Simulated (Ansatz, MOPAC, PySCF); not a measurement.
Molecule: NaO (charge 0, doublet). SMILES: [Na][O]
Geometry: optimised at B3LYP-D3(BJ)/def2-TZVP (Ansatz, a quantum-chemistry and plane-wave program).

Unscaled harmonic wavenumbers (cm⁻¹) in rising order, each level at the stationary point that it reaches from this structure (no distance between atoms moves by over 0.3 Å); the order of modes can differ between levels, and a negative number is imaginary. B3LYP-D3(BJ)/def2-TZVP (PySCF, at the structure above): 488.

PM7 (MOPAC): 708. Zero-point energy 1.0 against 0.7 kcal/mol; where all levels lie over 400 cm⁻¹, the wavenumbers are on average 1.453 times those of B3LYP-D3(BJ)/def2-TZVP.

HF/6-31G* (Ansatz): 520. Zero-point energy 0.7 against 0.7 kcal/mol; where all levels lie over 400 cm⁻¹, the wavenumbers are on average 1.066 times those of B3LYP-D3(BJ)/def2-TZVP.

B3LYP/6-31G* (Ansatz): 493. Zero-point energy 0.7 against 0.7 kcal/mol; where all levels lie over 400 cm⁻¹, the wavenumbers are on average 1.011 times those of B3LYP-D3(BJ)/def2-TZVP.
